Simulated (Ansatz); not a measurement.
Calculated with Ansatz (gas phase, PBE0-D4/def2-TZVP geometries, no zero-point term in ΔE). CCSD(T)/CBS adds triple-zeta CCSD(T) − MP2 to the extrapolated MP2 energy (def2 sets, frozen cores). This one scheme is used for every species. DFT in def2-TZVPP. B3LYP here is the variant with VWN-RPA as its local correlation; programs differ in this. One conformer a species, not always the lowest.

`C#[C][Al]([CH3])[NH]C` + H₂ → `C#[C][AlH][CH3]` + CH₃NH₂  (hydrogenolysis of the Al–N bond)

`C#[C][Al]([CH3])[NH]C`:

Cartesian coordinates in Å:
```
C 0.756 -3.300 -1.164
C 0.591 -2.168 -0.768
Al 0.370 -0.373 -0.142
C 1.880 0.797 0.211
N -1.307 0.132 0.089
C -1.836 1.398 0.544
H 0.899 -4.298 -1.513
H 2.503 0.393 1.015
H 1.579 1.807 0.500
H 2.522 0.879 -0.671
H -2.039 -0.534 -0.114
H -2.419 1.300 1.468
H -1.019 2.092 0.752
H -2.481 1.875 -0.204
```

H₂:

Cartesian coordinates in Å:
```
H 0.107 0.357 0.008
H -0.107 -0.357 -0.008
```

`C#[C][AlH][CH3]`:

Cartesian coordinates in Å:
```
C -0.821 -2.617 0.176
C -0.467 -1.528 -0.218
Al 0.096 0.193 -0.835
C 0.474 1.577 0.476
H -1.134 -3.577 0.521
H 0.221 0.404 -2.399
H -0.425 1.809 1.057
H 1.224 1.233 1.196
H 0.833 2.505 0.027
```

CH₃NH₂:

Cartesian coordinates in Å:
```
C 0.419 0.338 -0.182
N -0.651 -0.633 -0.026
H 0.679 0.903 0.726
H 0.143 1.060 -0.954
H 1.322 -0.169 -0.528
H -1.501 -0.181 0.285
H -0.410 -1.318 0.680
```

```
             level  ΔE (kcal/mol)  difference from CCSD(T)/CBS
            PBE-D4           19.2                         -0.3
         r2SCAN-D4           20.4                          0.9
           PBE0-D4           18.2                         -1.3
          B3LYP-D4           19.6                          0.1
           ωB97X-V           18.2                         -1.3
           ωB97M-V           18.9                         -0.6
            B2PLYP           18.7                         -0.8
               PBE           17.5                         -2.0
            r2SCAN           19.8                          0.3
              PBE0           16.7                         -2.8
             B3LYP           17.1                         -2.4
     HF/def2-TZVPP           13.4                         -6.1
    MP2/def2-TZVPP           21.1                          1.6
SCS-MP2/def2-TZVPP           19.6                          0.1
   CCSD/def2-TZVPP           18.2                         -1.3
CCSD(T)/def2-TZVPP           19.4                         -0.1
     HF/def2-QZVPP           13.5                         -6.0
    MP2/def2-QZVPP           21.3                          1.8
SCS-MP2/def2-QZVPP           19.7                          0.2
      HF/CBS(def2)           13.5                         -6.0
     MP2/CBS(def2)           21.3                          1.8
    CCSD/CBS(def2)           18.4                         -1.1
       CCSD(T)/CBS           19.5                            0
```

Largest T1 diagnostic among the species: 0.012.

In def2-TZVPP, CCSD(T) changes the Hartree–Fock value by +6.0 kcal/mol (the triples alone add +1.1 kcal/mol) and MP2 by +7.7 kcal/mol. From PBE to PBE0 (25 % exact exchange), in def2-TZVPP and without D4, ΔE moves by −0.8 kcal/mol. The D4 term adds +2.5 kcal/mol with B3LYP and +1.5 kcal/mol with PBE0; it sums over pairs of atoms, weighted by their polarisabilities, and B3LYP, whose exchange is more repulsive, gets the larger term.
